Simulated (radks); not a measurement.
The lutetium ion Lu2+, configuration [Kr] 4d10 4f14 5s1 5p6 6s2 (not the ground configuration).

All-electron calculation, scalar-relativistic Kohn-Sham, exchange-only PBE, spin-unpolarised, spherical densities, finite nucleus; Fermi nuclear charge, rms radius 5.37 fm. Program: a radial shooting solver on a logarithmic mesh with Libxc functionals.

Energy parts (hartree):
| part | energy |
|---|---|
| total | -14554.3388 |
| kinetic | 15902.5430 |
| electron-nucleus | -35809.0556 |
| Hartree | 5647.2996 |
| exchange | -295.1259 |

Orbitals (lengths in bohr, moments of r in powers of bohr; <r^-3> diverges for s and p1/2; r(max) is where P^2 peaks):
1s: occ. 2; eigenvalue (hartree) -2324.442; <r^4> 7.073e-07; r(max) 0.01214; <r^2> 0.0005122
2s: occ. 2; eigenvalue (hartree) -396.4209; <r^4> 0.0001081; r(max) 0.06931; <r^2> 0.007920
2p: occ. 6; eigenvalue (hartree) -348.9225; <r^4> 0.00008343; r(max) 0.05660; <r^2> 0.006494; <r^-3> 16860
3s: occ. 2; eigenvalue (hartree) -90.48527; <r^4> 0.004024; r(max) 0.1957; <r^2> 0.05168
3p: occ. 6; eigenvalue (hartree) -76.22647; <r^4> 0.004285; r(max) 0.1931; <r^2> 0.05225; <r^-3> 3698
3d: occ. 10; eigenvalue (hartree) -59.09214; <r^4> 0.003332; r(max) 0.1574; <r^2> 0.04343; <r^-3> 483.6
4s: occ. 2; eigenvalue (hartree) -18.69384; <r^4> 0.09697; r(max) 0.4462; <r^2> 0.2582
4p: occ. 6; eigenvalue (hartree) -14.01614; <r^4> 0.1292; r(max) 0.4672; <r^2> 0.2938; <r^-3> 842.4
4d: occ. 10; eigenvalue (hartree) -7.90980; <r^4> 0.1980; r(max) 0.4810; <r^2> 0.3484; <r^-3> 92.99
4f: occ. 14; eigenvalue (hartree) -1.20339; <r^4> 1.129; r(max) 0.4688; <r^2> 0.6486; <r^-3> 14.08
5s: occ. 1; eigenvalue (hartree) -3.07159; <r^4> 3.321; r(max) 1.038; <r^2> 1.500
5p: occ. 6; eigenvalue (hartree) -1.95758; <r^4> 6.565; r(max) 1.180; <r^2> 2.067; <r^-3> 114.0
6s: occ. 2; eigenvalue (hartree) -0.69099; <r^4> 136.2; r(max) 2.636; <r^2> 9.662

The highest occupied level is 6s at -18.803 eV. The electron density at the nucleus is 1.176e+06 e/bohr^3 (large components only). The density falls to 0.001 e/bohr^3 at r = 4.35 bohr.
